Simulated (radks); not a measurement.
Values are calculated unless marked as measured or tabulated.
Q: Radial electron density D(r) = 4 pi r^2 rho(r) of an atom or ion with 67 electrons. Code: a radial shooting solver on a logarithmic mesh with Libxc functionals. Model: scalar-relativistic Kohn-Sham, r2SCAN, spin-polarised, spherical densities, finite nucleus; meta-GGA in the generalised Kohn-Sham scheme; Fermi nuclear charge, rms radius of each element as measured or else 0.836 A^(1/3) + 0.57 fm.

r (bohr),D(r) (e/bohr),spin D(r)
0.0008583,4.158,0.000199
0.001173,6.850,0.000325
0.001602,11.11,0.000524
0.002171,17.42,0.000812
0.002966,26.86,0.00123
0.004052,39.79,0.00177
0.005491,55.42,0.00235
0.007502,72.53,0.00281
0.01025,86.39,0.00282
0.01389,91.70,0.00207
0.01898,87.27,0.000712
0.02592,81.15,0.0000783
0.03513,88.29,0.00198
0.048,111.0,0.00547
0.06557,122.2,0.00454
0.08887,104.2,0.00407
0.1214,93.28,0.0521
0.1659,109.0,0.249
0.2248,90.87,0.725
0.3071,52.34,1.62
0.4195,57.29,2.54
0.5686,53.74,2.62
0.7768,28.15,1.95
1.061,15.23,1.08
1.438,9.242,0.353
1.965,3.607,0.151
2.684,1.011,0.325
3.638,0.4213,0.341
4.97,0.1497,0.143
6.79,0.02067,0.0202
9.202,0.0008602,0.000844

What is the nuclear charge?

A: Z = 68. The innermost maximum, from 1s, lies near gamma/Z bohr with gamma = sqrt(1 - (Z/c)^2) = 0.868, here 0.0128 bohr (found: 0.0140), and its height grows with Z. The density is that of the erbium ion Er+ in [Xe] 4f12 6s1; the configuration itself is not fixed sharply by these data, and Z only to a few units. D(r) has 4 maxima, at r = 0.0140, 0.0630, 0.175, 0.477 bohr, and minima at 0.0268, 0.114, 0.338 bohr, inside which lie 1.92, 11.08, 29.60 electrons.
